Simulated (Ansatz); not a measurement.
The same path of C$_{2}$H$_{10}$AlNSi (15 atoms, charge 0, multiplicity 1) was run twice with different band settings. The coordinate that changes most is the dihedral C1–N2–Si3–H10.

Theory: RHF/STO-3G (Ansatz 0.2.0).

Relaxed end points:

```xyz
15
Properties=species:S:1:pos:R:3
C -1.162 -0.664 0.557
N 0.190 -0.450 0.002
Si 1.492 -1.163 0.942
C 0.386 0.968 -0.427
Al -0.897 1.485 -1.759
H -1.377 -0.059 1.445
H -1.301 -1.710 0.826
H -1.926 -0.420 -0.187
H 1.655 -0.531 2.211
H 2.703 -1.028 0.209
H 1.199 -2.539 1.156
H 1.391 1.040 -0.841
H 0.378 1.637 0.440
H -0.871 0.839 -3.085
H -1.882 2.544 -1.459
```

```xyz
15
Properties=species:S:1:pos:R:3
C -1.156 -0.466 0.739
N 0.143 -0.468 0.037
Si 1.462 -1.203 0.939
C 0.432 0.862 -0.580
Al -0.927 1.362 -1.841
H -1.214 0.255 1.563
H -1.369 -1.453 1.148
H -1.967 -0.224 0.046
H 1.062 -2.504 1.353
H 1.813 -0.448 2.098
H 2.598 -1.286 0.087
H 1.389 0.774 -1.093
H 0.581 1.622 0.193
H -1.104 0.575 -3.076
H -1.765 2.550 -1.583
```

Common settings: climbing image yes; spring 5.0 eV/Å²; optimiser quadratic models (default); start path through a guess of the saddle point; force threshold 0.03 eV/Å; iteration limit 60; end points relaxed.

| run | movable images |
| --- | --- |
| 1 | 5 |
| 2 | 3 |

Problem. What does each run give, and how far can it be trusted?

Solution. Run 1: converged after 10 iterations, highest image 0.090 eV above the first end. A vibrational analysis at the climbing image gives one clearly imaginary mode, 148i cm⁻¹: a first-order saddle point.
Run 2: converged after 9 iterations, highest image 0.090 eV above the first end. Another band between the same ends (5 images) ends at a top of the same energy, where a vibrational analysis finds 1 clearly imaginary mode. So few images can step over the top or miss a turn of the path.
Limits of this set-up: minimal basis.
